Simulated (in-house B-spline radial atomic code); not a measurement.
Results of a calculation; reference values are marked as such.
From levels and matrix elements to observables: V12+

One electron outside the [He] 2s2 2p6 core, from a B-spline radial code for spherical atoms: Brueckner orbitals with a screened correlation potential on Dirac-Hartree-Fock, Breit and QED terms for the lowest states, dipole elements in length form with static core polarisation. The core's own polarisability, by RPA, is 0.0103 bohr³.

| state | removal energy (cm⁻¹) | size of the reduced dipole element to 3s1/2 (a.u.) |
| --- | --- | --- |
| 3s1/2 | 2712161 | - |
| 4s1/2 | 1411730 | - |
| 3p1/2 | 2486631 | 0.6349 |
| 3p3/2 | 2475614 | 0.9004 |
| 4p1/2 | 1323646 | 0.1798 |
| 4p3/2 | 1319405 | 0.2472 |

Use R = 109737.3 cm⁻¹, 1 hartree = 219474.6 cm⁻¹, c = 137.036 and 1 a.u. of rate = 4.1341e16 s⁻¹.

**Question.** Find the quantum defects of the two s states and predict 5s1/2.

**Answer.** With n* = 13 √(R/E): 3s1/2 has n* = 2.6149, δ = 0.3851; 4s1/2 has n* = 3.6245, δ = 0.3755. Ritz's form δ = δ0 + b/n*² gives b = 0.136, δ0 = 0.3652, so with n* ≈ 5 − 0.3755, δ = 0.3715 and E = R × 13²/(5 − 0.3715)² = 865701 cm⁻¹. The program finds 866014 cm⁻¹.

**Question.** What are the wavelength, oscillator strength and rate of 3s1/2–3p3/2?

**Answer.** ΔE = 236547 cm⁻¹ = 1.07779 hartree, λ = 42.275 nm in vacuum. f = (2/3) ΔE D²/(2j + 1 of the lower state) = (2/3) × 1.07779 × 0.9004²/2 = 0.2913. A = (4/3) ΔE³ D²/(c³ (2j' + 1)) = 1.3148e-07 a.u. = 5.435e+09 s⁻¹, a partial lifetime of 0.184 ns.
